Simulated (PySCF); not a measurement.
# Germanium: a sound run and one with changed settings

Sound run: Ge [Ar] 3d10 4s2 4p2, Ge⁺ [Ar] 3d10 4s2 4p1. Computed with PySCF 2.14 in Sapporo-DKH3-DZP-2012, with scalar relativity by spin-free X2C-1e. In the sound run the correlated levels freeze [Ar] 3d10. The sound run starts from symmetry-adapted Hartree-Fock orbitals and uses a fine grid where one is needed.

Changed run: the non-relativistic Hamiltonian (point nucleus). This setting is unsound on purpose.

```
species   method  sound run (hartree)  changed run (hartree)  converged
     Ge      UHF          -2097.00573            -2062.72293        yes
     Ge      LDA          -2095.38710            -2061.14291        yes
     Ge     PBE0          -2098.41875            -2064.15263        yes
     Ge      MP2          -2097.04643            -2062.76423        yes
     Ge  CCSD(T)          -2097.06311            -2062.78178        yes
    Ge⁺      UHF          -2096.73340            -2062.44849        yes
    Ge⁺      LDA          -2095.09235            -2060.84622        yes
    Ge⁺     PBE0          -2098.12726            -2063.85896        yes
    Ge⁺      MP2          -2096.76386            -2062.47960        yes
    Ge⁺  CCSD(T)          -2096.77890            -2062.49565        yes
```

Ionisation energy of Ge:

```
 method  sound run (eV)  changed run (eV)
    UHF           7.410             7.468
    LDA           8.020             8.074
   PBE0           7.932             7.991
    MP2           7.689             7.745
SCS-MP2           7.624             7.681
   CCSD           7.724             7.776
CCSD(T)           7.734             7.786
```

Most of the change in total energy is the relativistic energy itself. On top of that the contraction fixes the core shape for the Hamiltonian it was made with, so the changed run is not a good calculation with the other Hamiltonian either.

For comparison, NIST gives 7.899 eV between the lowest levels.
